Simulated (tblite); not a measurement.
Compound: C₅H₁₀NO₂ (charge -1).
SMILES with atom numbers: `[CH3:1][N:2]([CH3:3])[C:4](=[O:5])[CH2:6][CH2:7][O-:8]` (hydrogens: H9, H10, H11 on C1; H12, H13, H14 on C3; H15, H16 on C6; H17, H18 on C7)
Bond orders are those of one Lewis drawing.

Computed with GFN2-xTB (tblite), gas phase: Langevin dynamics at 300 K from the optimised GFN2-xTB geometry, time step 0.5 fs, friction 0.01 fs⁻¹, 2000 steps.

Start geometry:
```
atom  x, y, z in Å
C1     -1.201    1.594   -1.040
N2     -0.622    0.561   -0.224
C3     -1.119    0.471    1.127
C4      0.322   -0.261   -0.758
O5      0.747   -0.051   -1.897
C6      0.792   -1.415    0.057
C7      1.704   -1.014    1.327
O8      1.039   -0.806    2.433
H9     -0.761    1.524   -2.034
H10    -2.289    1.465   -1.108
H11    -0.995    2.586   -0.623
H12    -0.386   -0.068    1.771
H13    -1.232    1.480    1.532
H14    -2.102   -0.019    1.148
H15     1.381   -2.055   -0.604
H16    -0.050   -1.980    0.457
H17     2.440   -1.871    1.402
H18     2.324   -0.133    0.975
```

The statistics below take the 31 frames saved every 25 fs from 250 to 1000 fs; their kinetic temperature (all 3N coordinates) averages 268 K.

Q: Give the mean, spread and extremes of the bond lengths.

A: 
```tsv
bond	start (Å)	mean (Å)	standard deviation (Å)	shortest (Å)	longest (Å)
C1–N2	1.439	1.453	0.029	1.410	1.540
N2–C3	1.442	1.451	0.022	1.403	1.484
N2–C4	1.361	1.354	0.021	1.311	1.389
C4=O5	1.234	1.237	0.015	1.211	1.267
C4–C6	1.490	1.500	0.025	1.456	1.563
C6–C7	1.613	1.624	0.046	1.557	1.727
C7–O8	1.308	1.303	0.017	1.262	1.340
C1–H9	1.090	1.093	0.023	1.050	1.134
C1–H10	1.097	1.103	0.037	1.024	1.167
C1–H11	1.096	1.102	0.034	1.040	1.165
C3–H12	1.115	1.122	0.031	1.058	1.207
C3–H13	1.093	1.103	0.041	1.001	1.164
C3–H14	1.098	1.092	0.021	1.034	1.127
C6–H15	1.092	1.098	0.028	1.056	1.158
C6–H16	1.091	1.094	0.025	1.039	1.138
C7–H17	1.132	1.146	0.033	1.087	1.202
C7–H18	1.133	1.147	0.036	1.082	1.219
```

Q: Follow the torsions C1–N2–C4–O5, N2–C4–C6–C7 and C4–C6–C7–O8 through every second one of these frames.

A: 
| t (fs) | C1–N2–C4–O5 (°) | N2–C4–C6–C7 (°) | C4–C6–C7–O8 (°) |
| --- | --- | --- | --- |
| 250 | -2 | -51 | 99 |
| 300 | -6 | -58 | 104 |
| 350 | 2 | -69 | 104 |
| 400 | 16 | -73 | 106 |
| 450 | -2 | -74 | 86 |
| 500 | 11 | -82 | 88 |
| 550 | 17 | -78 | 74 |
| 600 | -9 | -76 | 57 |
| 650 | -3 | -86 | 65 |
| 700 | 3 | -77 | 70 |
| 750 | -1 | -72 | 81 |
| 800 | 10 | -64 | 82 |
| 850 | 23 | -67 | 95 |
| 900 | 11 | -62 | 91 |
| 950 | -5 | -57 | 89 |
| 1000 | 4 | -62 | 97 |

Largest departure from the start value over all these frames: C1–N2–C4–O5 19° (start 6°), N2–C4–C6–C7 20° (start -71°), C4–C6–C7–O8 36° (start 90°).

Q: How widely does the potential energy scatter, against a harmonic estimate?

A: Mean 0.57 eV above the start, standard deviation 0.107 eV, range 0.39 to 0.81 eV. For 48 classical harmonic modes at 300 K the canonical values are 48kT/2 = 0.62 eV and kT·√(48/2) = 0.127 eV.

The run is classical and short, so these are rough statistics of one trajectory.

What follows is the cost of the whole dynamics run. Cost: about 40 s of CPU time on one thread; the machine was shared, so the figure is rough.
